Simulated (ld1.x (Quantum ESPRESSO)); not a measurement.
# An all-electron radial function and its pseudo partner (germanium (Ge))

Columns: radius, all-electron u(r) and pseudo u(r) of the 3d shell (level -33.55 eV) of germanium in the configuration [Ar] 3d10 4s2 4p1.5; PBEsol, scalar-relativistic, PAW scheme, ld1.x (Quantum ESPRESSO) 7.5.

```tsv
r (bohr)	all-electron	pseudo
0.118	0.2327	0.0087
0.235	0.7086	0.0631
0.353	1.0314	0.1865
0.470	1.1470	0.3635
0.588	1.1267	0.5537
0.705	1.0388	0.7020
0.822	0.9252	0.7731
0.940	0.8065	0.7607
1.058	0.6942	0.6880
1.175	0.5936	0.5937
1.292	0.5050	0.5050
1.410	0.4276	0.4276
1.528	0.3613	0.3613
1.645	0.3052	0.3052
1.763	0.2571	0.2571
1.880	0.2167	0.2167
1.998	0.1823	0.1823
2.115	0.1534	0.1534
2.232	0.1291	0.1291
2.350	0.1083	0.1083
2.468	0.0909	0.0909
2.585	0.0763	0.0763
2.702	0.0641	0.0641
2.820	0.0537	0.0537
2.938	0.0450	0.0450
3.055	0.0377	0.0377
```

(1) How many radial nodes do the two functions have?

(2) At about which radius was the pseudo-wave matched?

(3) Is the pseudo-wave norm-conserving?

Answers

(1) The all-electron 3d function has n − l − 1 = 0; the pseudo-wave has 0.

(2) 1.25 bohr, where the columns begin to agree (steps of 0.12 bohr).

(3) No, it belongs to a PAW set: the norm inside the radius is not constrained, and the difference is carried by the augmentation charge.
